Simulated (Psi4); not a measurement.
C2HO2, charge -1, singlet, at a GFN2-xTB geometry (a gas-phase anion, which may not be bound at this level); MP2/STO-3G run with Psi4 1.11.

Input for Psi4:
```
memory 2 GB

molecule mol {
-1 1
C     0.317138    0.547825   -0.195408
C    -0.035997   -0.708691    0.061981
O     0.812366    1.629497    0.083593
O    -1.139686   -1.345816    0.023272
H     0.931714   -1.304253   -0.054351
}

set {
  basis sto-3g
  reference rhf
}

energy('mp2')
print_variables()
```

Task: Write the output that Psi4 gives for this input, abridged.

Result: 
```
    SCF Algorithm Type (re)set to DF.

   => Loading Basis Set <=

    Name: STO-3G
    Role: ORBITAL
    Keyword: BASIS

         ---------------------------------------------------------
                                   SCF
               by Justin Turney, Rob Parrish, Andy Simmonett
                          and Daniel G. A. Smith
                              RHF Reference
         ---------------------------------------------------------

  ==> Geometry <==

    Molecular point group: c1
    Full point group: C1

    Geometry (in Angstrom), charge = -1, multiplicity = 1:

       Center              X                  Y                   Z               Mass
    ------------   -----------------  -----------------  -----------------  -----------------
         C            0.333327416442     0.525146828960    -0.196344814912    12.000000000000
         C           -0.019807583558    -0.731369171040     0.061044185088    12.000000000000
         O            0.828555416442     1.606818828960     0.082656185088    15.994914619570
         O           -1.123496583558    -1.368494171040     0.022335185088    15.994914619570
         H            0.947903416442    -1.326931171040    -0.055287814912     1.007825032230

  Running in c1 symmetry.

  Rotational constants: A =      2.94488  B =      0.15092  C =      0.14511 [cm^-1]
  Rotational constants: A =  88285.30636  B =   4524.57927  C =   4350.32248 [MHz]
  Nuclear repulsion =   93.228970988997645

  Charge       = -1
  Multiplicity = 1
  Electrons    = 30
  Nalpha       = 15
  Nbeta        = 15

  ==> Algorithm <==

  SCF Algorithm Type is DF.
  DIIS enabled.
  MOM disabled.
  Fractional occupation disabled.
  Guess Type is SAD.
  Energy threshold   = 1.00e-08
  Density threshold  = 1.00e-08
  Integral threshold = 1.00e-12

  ==> Primary Basis <==

  Basis Set: STO-3G
    Blend: STO-3G
    Number of shells: 13
    Number of basis functions: 21
    Number of Cartesian functions: 21
    Spherical Harmonics?: true
    Max angular momentum: 1

   => Loading Basis Set <=

    Name: (STO-3G AUX)
    Role: JKFIT
    Keyword: DF_BASIS_SCF

  ==> Integral Setup <==

  SCF_SUBTYPE=INCORE selected. In-core MEM_DF algorithm will be used.
  Using in-core AOs.

  ==> MemDFJK: Density-Fitted J/K Matrices <==

    J tasked:                   Yes
    K tasked:                   Yes
    wK tasked:                   No
    Algorithm:                 Core
    Schwarz Cutoff:           1E-12
    Mask sparsity (%):       1.3605
    Fitting Condition:        1E-10

   => Auxiliary Basis Set <=

  Basis Set: (STO-3G AUX)
    Blend: DEF2-UNIVERSAL-JKFIT
    Number of shells: 106
    Number of basis functions: 322
    Number of Cartesian functions: 384
    Spherical Harmonics?: true
    Max angular momentum: 4

  Minimum eigenvalue in the overlap matrix is 1.9081185789E-01.
  Reciprocal condition number of the overlap matrix is 9.0752371759E-02.
    Using symmetric orthogonalization.

  ==> Pre-Iterations <==

  SCF Guess: Superposition of Atomic Densities via on-the-fly atomic UHF (no occupation information).

   -------------------------
    Irrep   Nso     Nmo
   -------------------------
     A         21      21
   -------------------------
    Total      21      21
   -------------------------

  ==> Iterations <==

                           Total Energy        Delta E     RMS |[F,P]|

   @DF-RHF iter SAD:  -220.68284062507456   -2.20683e+02   0.00000e+00
   @DF-RHF iter   1:  -222.56791756670364   -1.88508e+00   2.44531e-02 ADIIS/DIIS
   @DF-RHF iter   2:  -222.67538572134472   -1.07468e-01   1.89804e-02 ADIIS/DIIS
   @DF-RHF iter   3:  -222.76586624467771   -9.04805e-02   2.28446e-03 ADIIS/DIIS
   @DF-RHF iter   4:  -222.76835687140948   -2.49063e-03   5.07022e-04 ADIIS/DIIS
   @DF-RHF iter   5:  -222.76857478011163   -2.17909e-04   2.34556e-04 ADIIS/DIIS
   @DF-RHF iter   6:  -222.76862434504113   -4.95649e-05   1.01072e-04 ADIIS/DIIS
   @DF-RHF iter   7:  -222.76864431283866   -1.99678e-05   6.28238e-05 DIIS
   @DF-RHF iter   8:  -222.76865366350575   -9.35067e-06   4.35589e-05 DIIS
   @DF-RHF iter   9:  -222.76866124125181   -7.57775e-06   1.88288e-05 DIIS
   @DF-RHF iter  10:  -222.76866256895113   -1.32770e-06   4.36383e-06 DIIS
   @DF-RHF iter  11:  -222.76866259068584   -2.17347e-08   7.99667e-07 DIIS
   @DF-RHF iter  12:  -222.76866259135815   -6.72316e-10   1.81918e-07 DIIS
   @DF-RHF iter  13:  -222.76866259138853   -3.03828e-11   4.62125e-08 DIIS
   @DF-RHF iter  14:  -222.76866259139069   -2.16005e-12   1.68749e-08 DIIS
   @DF-RHF iter  15:  -222.76866259139098   -2.84217e-13   4.23151e-09 DIIS
  Energy and wave function converged.

  ==> Post-Iterations <==

    Orbital Energies [Eh]
    ---------------------

    Doubly Occupied:

       1A    -19.949202     2A    -19.765657     3A    -10.773264
       4A    -10.726050     5A     -1.026899     6A     -0.918658
       7A     -0.620952     8A     -0.351895     9A     -0.273289
      10A     -0.240158    11A     -0.186365    12A     -0.117778
      13A     -0.101300    14A      0.027941    15A      0.142469

    Virtual:

      16A      0.580852    17A      0.645789    18A      0.939928
      19A      0.998318    20A      1.273412    21A      1.530318

    Final Occupation by Irrep:
              A
    DOCC [    15 ]
    NA   [    15 ]
    NB   [    15 ]

  @DF-RHF Final Energy:  -222.76866259139098

   => Energetics <=

    Nuclear Repulsion Energy =             93.2289709889976450
    One-Electron Energy =                -502.2331521237619540
    Two-Electron Energy =                 186.2355185433733027
    Total Energy =                       -222.7686625913909779

Computation Completed

Properties will be evaluated at   0.000000,   0.000000,   0.000000 [a0]

Properties computed using the SCF density matrix

 Multipole Moments:

 ------------------------------------------------------------------------------------
     Multipole            Electronic (a.u.)      Nuclear  (a.u.)        Total (a.u.)
 ------------------------------------------------------------------------------------

 L = 1.  Multiply by 2.5417464519 to convert [e a0] to [Debye]
 Dipole X            :         -0.3680157            0.8872133            0.5191977
 Dipole Y            :          1.6080166           -1.2428123            0.3652043
 Dipole Z            :          0.1001893           -0.0513262            0.0488631
 Magnitude           :                                                    0.6366537

 ------------------------------------------------------------------------------------

  //>>>>>>>>>>>>>>>>>>>>>>>>>>>>>>>>>>>//
  //               DFMP2               //
  //<<<<<<<<<<<<<<<<<<<<<<<<<<<<<<<<<<<//

   => Loading Basis Set <=

    Name: (STO-3G AUX)
    Role: RIFIT
    Keyword: DF_BASIS_MP2

	 --------------------------------------------------------
	                          DF-MP2
	      2nd-Order Density-Fitted Moller-Plesset Theory

	        Rob Parrish, Justin Turney, Andy Simmonett,
	           Ed Hohenstein, and C. David Sherrill
	 --------------------------------------------------------

   => Auxiliary Basis Set <=

  Basis Set: (STO-3G AUX)
    Blend: DEF2-SVP-RI
    Number of shells: 70
    Number of basis functions: 206
    Number of Cartesian functions: 235
    Spherical Harmonics?: true
    Max angular momentum: 3

	 --------------------------------------------------------
	                 NBF =    21, NAUX =   206
	 --------------------------------------------------------
	   CLASS    FOCC     OCC    AOCC    AVIR     VIR    FVIR
	   PAIRS       0      15      15       6       6       0
	 --------------------------------------------------------

	-----------------------------------------------------------
	 ==================> DF-MP2 Energies <====================
	-----------------------------------------------------------
	 Reference Energy          =    -222.7686625913909779 [Eh]
	 Singles Energy            =      -0.0000000000000000 [Eh]
	 Same-Spin Energy          =      -0.0484627070266408 [Eh]
	 Opposite-Spin Energy      =      -0.1688596671269977 [Eh]
	 Correlation Energy        =      -0.2173223741536385 [Eh]
	 Total Energy              =    -222.9859849655446169 [Eh]
	-----------------------------------------------------------
	 ================> DF-SCS-MP2 Energies <==================
	-----------------------------------------------------------
	 SCS Same-Spin Scale       =       0.3333333333333333 [-]
	 SCS Opposite-Spin Scale   =       1.2000000000000000 [-]
	 SCS Same-Spin Energy      =      -0.0161542356755469 [Eh]
	 SCS Opposite-Spin Energy  =      -0.2026316005523973 [Eh]
	 SCS Correlation Energy    =      -0.2187858362279442 [Eh]
	 SCS Total Energy          =    -222.9874484276189150 [Eh]
	-----------------------------------------------------------

  Variable Map:
  ----------------------------------------------------------------------------
  "CURRENT CORRELATION ENERGY"           =>      -0.217322374154
  "CURRENT ENERGY"                       =>    -222.985984965545
  "CURRENT REFERENCE ENERGY"             =>    -222.768662591391
  "CUSTOM SCS-MP2 CORRELATION ENERGY"    =>      -0.218785836228
  "CUSTOM SCS-MP2 TOTAL ENERGY"          =>    -222.987448427619
  "DD SOLVATION ENERGY"                  =>       0.000000000000
  "HF KINETIC ENERGY"                    =>     223.147926995933
  "HF POTENTIAL ENERGY"                  =>    -445.916589587324
  "HF TOTAL ENERGY"                      =>    -222.768662591391
  "HF VIRIAL RATIO"                      =>       1.998300390196
  "MP2 CORRELATION ENERGY"               =>      -0.217322374154
  "MP2 DOUBLES ENERGY"                   =>      -0.217322374154
  "MP2 OPPOSITE-SPIN CORRELATION ENERGY" =>      -0.168859667127
  "MP2 SAME-SPIN CORRELATION ENERGY"     =>      -0.048462707027
  "MP2 SINGLES ENERGY"                   =>      -0.000000000000
  "MP2 TOTAL ENERGY"                     =>    -222.985984965545
  "NUCLEAR REPULSION ENERGY"             =>      93.228970988998
  "ONE-ELECTRON ENERGY"                  =>    -502.233152123762
  "PCM POLARIZATION ENERGY"              =>       0.000000000000
  "PE ENERGY"                            =>       0.000000000000
  "SCF ITERATION ENERGY"                 =>    -222.768662591391
  "SCF ITERATIONS"                       =>      15.000000000000
  "SCF TOTAL ENERGY"                     =>    -222.768662591391
  "SCS-MP2 CORRELATION ENERGY"           =>      -0.218785836228
  "SCS-MP2 TOTAL ENERGY"                 =>    -222.987448427619
  "TWO-ELECTRON ENERGY"                  =>     186.235518543373

  Array Variable Map:
  ----------------------------------------------------------------------------
  "CURRENT DIPOLE"                       =>       0.519197681169 ... 0.048863095207 1 by 3
  "SCF DIPOLE"                           =>       0.519197681169 ... 0.048863095207 1 by 3
  "SCF TOTAL ENERGIES"                   =>    -220.682840625075 ... -222.768662591391 1 by 16
```
